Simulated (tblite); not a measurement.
A geometry optimisation, step by step.

Compound: C6H9BCl2O.
Numbering: `[CH3:1][C@@H:2]1[CH2:3][CH2:4][C@H:5]([B:6]([Cl:7])[Cl:8])[C:9]1=[O:10]` (hydrogens: H11, H12, H13 on C1; H14 on C2; H15, H16 on C3; H17, H18 on C4; H19 on C5)

Computed with GFN2-xTB (tblite), gas phase: L-BFGS steps from a force-field or distance-geometry start until the largest atomic force falls under 0.01 eV/Å. 5 of its 164 geometries are shown.

Step 0: E = -867.0521 eV, largest atomic force 3.246 eV/Å
```
atom  x, y, z in Å  |  force x, y, z in eV/Å
C1     -1.468    0.729   -1.059   -1.346   0.067  -0.939
C2     -1.254    0.017    0.256   -0.827   0.224   0.822
C3     -0.314    0.839    1.113   -1.086   1.842   0.653
C4      1.008    0.141    1.151    1.090   0.112   1.349
C5      0.891   -1.025    0.191    1.503  -0.702  -0.019
B6      1.546   -0.583   -1.190    2.364   0.215  -0.491
Cl7     2.782   -1.750   -1.927   -1.412   1.168   0.360
Cl8     1.873    1.216   -1.532   -0.483  -1.806  -0.199
C9     -0.552   -1.287    0.083   -2.408  -2.117  -0.506
O10    -1.161   -2.335   -0.110    1.482   1.339   0.219
H11    -0.982    0.157   -1.863   -0.044   0.618   0.084
H12    -2.570    0.772   -1.304    1.145   0.025   0.112
H13    -1.090    1.760   -0.935   -0.275  -0.649  -0.810
H14    -2.235   -0.165    0.739    0.433   0.074  -0.104
H15    -0.232    1.844    0.619    0.187  -0.645   0.896
H16    -0.761    0.988    2.120    0.476  -0.003  -0.505
H17     1.227   -0.232    2.192   -0.051   0.352  -0.977
H18     1.828    0.789    0.797   -0.310  -0.156   0.792
H19     1.454   -1.867    0.650   -0.437   0.042  -0.737
```

Step 41: E = -868.1507 eV, largest atomic force 0.103 eV/Å
```
atom  x, y, z in Å  |  force x, y, z in eV/Å
C1     -1.596    0.703   -1.090    0.016  -0.030   0.055
C2     -1.203    0.050    0.254   -0.027   0.023  -0.014
C3     -0.303    0.927    1.134   -0.002  -0.023  -0.068
C4      1.019    0.164    1.330   -0.024   0.045   0.017
C5      1.058   -0.957    0.283   -0.056   0.026   0.032
B6      1.764   -0.621   -1.107   -0.018   0.006  -0.038
Cl7     2.297   -1.878   -2.144    0.005  -0.016   0.040
Cl8     1.910    1.002   -1.645    0.039   0.051   0.034
C9     -0.417   -1.211   -0.044   -0.018   0.042   0.014
O10    -0.864   -2.231   -0.485    0.010  -0.007   0.004
H11    -1.091    0.214   -1.923   -0.045   0.021   0.042
H12    -2.667    0.635   -1.259    0.046  -0.008  -0.013
H13    -1.305    1.752   -1.096   -0.073  -0.054  -0.030
H14    -2.108   -0.243    0.790   -0.036   0.027  -0.015
H15    -0.114    1.881    0.645    0.037   0.000  -0.013
H16    -0.777    1.143    2.093    0.054  -0.049  -0.055
H17     1.055   -0.279    2.325    0.009  -0.001   0.038
H18     1.867    0.835    1.224    0.062   0.014   0.047
H19     1.464   -1.876    0.708    0.020  -0.066  -0.077
```

Step 82: E = -868.3018 eV, largest atomic force 0.107 eV/Å
```
atom  x, y, z in Å  |  force x, y, z in eV/Å
C1     -1.934    0.627   -0.961   -0.001   0.047  -0.008
C2     -1.145    0.077    0.222   -0.012   0.022   0.043
C3     -0.101    1.039    0.798   -0.016  -0.047   0.014
C4      0.974    0.121    1.381   -0.021   0.048   0.002
C5      1.071   -0.997    0.334    0.076   0.060   0.030
B6      1.944   -0.624   -0.958    0.033   0.047  -0.010
Cl7     1.904   -1.600   -2.359    0.021  -0.105  -0.005
Cl8     2.877    0.821   -1.007    0.039   0.003   0.014
C9     -0.370   -1.175   -0.144    0.058   0.065   0.002
O10    -0.791   -2.136   -0.723   -0.103  -0.014  -0.006
H11    -1.275    0.804   -1.810   -0.031  -0.020   0.021
H12    -2.705   -0.084   -1.254    0.062   0.067  -0.039
H13    -2.400    1.571   -0.683   -0.028  -0.074  -0.038
H14    -1.855   -0.214    1.001   -0.025  -0.011   0.093
H15     0.337    1.638    0.000   -0.028   0.021  -0.087
H16    -0.519    1.721    1.534   -0.033  -0.037   0.055
H17     0.645   -0.279    2.343    0.028  -0.034  -0.062
H18     1.918    0.643    1.522   -0.011  -0.033   0.018
H19     1.415   -1.944    0.756   -0.007  -0.006  -0.036
```

Step 122: E = -868.3400 eV, largest atomic force 0.048 eV/Å
```
atom  x, y, z in Å  |  force x, y, z in eV/Å
C1     -1.923    0.692   -0.943    0.010   0.019  -0.010
C2     -1.161    0.102    0.242    0.009   0.006   0.004
C3     -0.125    1.040    0.864    0.016  -0.017  -0.003
C4      0.994    0.117    1.351   -0.020   0.010   0.014
C5      1.065   -0.994    0.295   -0.030   0.018   0.007
B6      1.964   -0.694   -0.991   -0.011   0.008   0.006
Cl7     2.336   -1.954   -2.089    0.009  -0.019   0.002
Cl8     2.522    0.894   -1.337    0.010   0.000  -0.002
C9     -0.387   -1.133   -0.180   -0.017  -0.004   0.005
O10    -0.833   -2.070   -0.782    0.020   0.030   0.009
H11    -1.226    1.037   -1.705    0.002  -0.001   0.004
H12    -2.564   -0.069   -1.383   -0.015   0.026   0.007
H13    -2.532    1.534   -0.623    0.003  -0.036  -0.005
H14    -1.889   -0.222    0.995    0.029  -0.020   0.008
H15     0.267    1.712    0.101   -0.034   0.028   0.004
H16    -0.537    1.638    1.676   -0.003  -0.005  -0.048
H17     0.724   -0.314    2.316    0.023  -0.017   0.012
H18     1.936    0.650    1.461   -0.002  -0.019  -0.004
H19     1.358   -1.956    0.725    0.001  -0.006  -0.012
```

Step 163: E = -868.3440 eV, largest atomic force 0.009 eV/Å
```
atom  x, y, z in Å  |  force x, y, z in eV/Å
C1     -1.994    0.709   -0.896   -0.001   0.004  -0.001
C2     -1.158    0.106    0.228   -0.003   0.006   0.001
C3     -0.118    1.048    0.831    0.002   0.000   0.002
C4      0.990    0.123    1.335   -0.002   0.002   0.000
C5      1.064   -0.997    0.287   -0.001   0.000  -0.001
B6      2.030   -0.739   -0.959    0.001  -0.001  -0.009
Cl7     2.485   -2.043   -1.970    0.003   0.002  -0.001
Cl8     2.584    0.841   -1.343    0.001   0.000   0.001
C9     -0.371   -1.101   -0.247   -0.006  -0.003   0.002
O10    -0.797   -1.998   -0.918    0.006  -0.003  -0.002
H11    -1.346    1.104   -1.676    0.001  -0.002  -0.004
H12    -2.635   -0.052   -1.333    0.002  -0.001   0.002
H13    -2.613    1.518   -0.517    0.002  -0.004   0.001
H14    -1.833   -0.263    1.010    0.003  -0.001   0.001
H15     0.275    1.706    0.055   -0.001   0.001   0.000
H16    -0.530    1.666    1.627    0.001   0.000   0.001
H17     0.713   -0.300    2.303    0.002  -0.001   0.000
H18     1.936    0.648    1.447    0.000   0.000   0.003
H19     1.309   -1.965    0.731   -0.007  -0.001   0.004
```

**Question.** Summarise the path.

**Answer.** The energy falls by 1.2918 eV from step 0 to step 163; nine tenths of that is first reached at step 57. It rises by more than 0.2 meV at step 123. The largest force goes from 3.246 to 0.009 eV/Å. Among the bonds B6–Cl8 changes most, from 1.860 to 1.718 Å; the atoms move by 0.706 Å rms after alignment.

**Question.** Follow the three bonds and two angles with the largest change from start to end.

**Answer.** 
| step | E above end (eV) | largest force (eV/Å) | B6–Cl8 (Å) | B6–Cl7 (Å) | C5–C9 (Å) | C4–C5–B6 (°) | C9–C5–H19 (°) |
| --- | --- | --- | --- | --- | --- | --- | --- |
| 0 | 1.2918 | 3.246 | 1.860 | 1.853 | 1.471 | 107.7 | 113.0 |
| 7 | 0.3674 | 0.526 | 1.716 | 1.714 | 1.527 | 107.8 | 107.8 |
| 14 | 0.2680 | 0.219 | 1.712 | 1.712 | 1.527 | 113.2 | 104.4 |
| 21 | 0.2345 | 0.131 | 1.718 | 1.714 | 1.532 | 114.5 | 106.9 |
| 28 | 0.2155 | 0.120 | 1.718 | 1.715 | 1.529 | 116.1 | 107.9 |
| 35 | 0.2021 | 0.071 | 1.719 | 1.716 | 1.532 | 116.8 | 107.0 |
| 43 | 0.1883 | 0.131 | 1.717 | 1.717 | 1.532 | 116.7 | 107.7 |
| 50 | 0.1669 | 0.158 | 1.717 | 1.715 | 1.532 | 116.2 | 107.7 |
| 57 | 0.1246 | 0.202 | 1.724 | 1.717 | 1.530 | 116.3 | 106.8 |
| 64 | 0.0900 | 0.109 | 1.719 | 1.714 | 1.528 | 115.9 | 108.5 |
| 71 | 0.0768 | 0.119 | 1.722 | 1.713 | 1.532 | 115.4 | 107.8 |
| 78 | 0.0539 | 0.115 | 1.720 | 1.711 | 1.531 | 114.7 | 107.6 |
| 85 | 0.0326 | 0.112 | 1.719 | 1.710 | 1.531 | 114.8 | 107.8 |
| 92 | 0.0168 | 0.067 | 1.719 | 1.713 | 1.530 | 115.6 | 107.6 |
| 99 | 0.0128 | 0.042 | 1.716 | 1.712 | 1.530 | 116.2 | 107.2 |
| 106 | 0.0106 | 0.032 | 1.718 | 1.712 | 1.531 | 116.5 | 107.0 |
| 113 | 0.0088 | 0.039 | 1.718 | 1.714 | 1.532 | 116.6 | 107.2 |
| 120 | 0.0050 | 0.054 | 1.717 | 1.713 | 1.534 | 116.7 | 107.0 |
| 128 | 0.0028 | 0.026 | 1.719 | 1.714 | 1.534 | 116.4 | 107.2 |
| 135 | 0.0023 | 0.022 | 1.717 | 1.713 | 1.534 | 116.5 | 107.2 |
| 142 | 0.0018 | 0.020 | 1.717 | 1.713 | 1.535 | 116.5 | 107.2 |
| 149 | 0.0008 | 0.025 | 1.718 | 1.712 | 1.535 | 116.6 | 107.0 |
| 156 | 0.0002 | 0.010 | 1.718 | 1.713 | 1.535 | 116.5 | 106.8 |
| 163 | 0.0000 | 0.009 | 1.718 | 1.713 | 1.535 | 116.4 | 106.9 |

What follows is the cost of the whole relaxation. Hardware: an Arm Neoverse N1 with one thread, no GPU, shared host with 64 logical CPUs at a one-minute load of 31. Cost: 2.7 s.
